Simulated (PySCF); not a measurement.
Compound: CH₇BFPSi.
Atom-mapped SMILES: `[CH3:1][B:2]([F:3])[PH:4][SiH3:5]` (hydrogens: H6, H7, H8 on C1; H9 on P4; H10, H11, H12 on Si5)

Theory: PySCF 2.14.0, PBE0-D3(BJ)/def2-SVP geometry optimisation, gas phase.

Problem. What internal coordinates does the optimisation give?

Solution. 
```json
{"bond": "C1–B2", "length (Å)": "1.562", "order": "single"}
{"bond": "B2–F3", "length (Å)": "1.336", "order": "single"}
{"bond": "B2–P4", "length (Å)": "1.920", "order": "single"}
{"bond": "P4–Si5", "length (Å)": "2.253", "order": "single"}
{"bond": "C1–H6, C1–H7, C1–H8", "length (Å)": "1.102", "order": "single"}
{"bond": "P4–H9", "length (Å)": "1.425", "order": "single"}
{"bond": "Si5–H10, Si5–H11, Si5–H12", "length (Å)": "1.493", "order": "single"}
```

Bonds in one row agree within 0.01 Å and their mean is given. Orders are formal, as drawn. A selection of angles:
```json
{"angle": "B2–C1–H6", "degrees": "114.7"}
{"angle": "B2–C1–H7", "degrees": "109.0"}
{"angle": "H6–C1–H7", "degrees": "108.6"}
{"angle": "H7–C1–H8", "degrees": "106.0"}
{"angle": "C1–B2–F3", "degrees": "118.2"}
{"angle": "C1–B2–P4", "degrees": "124.9"}
{"angle": "F3–B2–P4", "degrees": "116.7"}
{"angle": "B2–P4–Si5", "degrees": "99.7"}
{"angle": "B2–P4–H9", "degrees": "98.5"}
{"angle": "Si5–P4–H9", "degrees": "99.3"}
{"angle": "P4–Si5–H10", "degrees": "108.5"}
{"angle": "P4–Si5–H11", "degrees": "113.7"}
{"angle": "H10–Si5–H11", "degrees": "108.5"}
```

Torsions: C1–B2–P4–Si5 -135° (anticlinal). The mirror-image conformer, all signs reversed, is as good.

B2 (three-coordinate boron) is planar (angles 124.9°, 118.2° and 116.7°, sum 359.9°, 0.04 Å off the plane of its three neighbours). Si5 (SiH3 silicon) is distorted tetrahedral (angles from 107.3° to 113.7°). P4 (three-coordinate phosphorus) is pyramidal (angles 99.7°, 99.3° and 98.5°, sum 297.6°, 0.85 Å off the plane of its three neighbours).

Point group: C1 (no symmetry element, even within 0.4 Å). Whether it is a minimum is left open (no frequencies). One conformer, not necessarily the lowest.
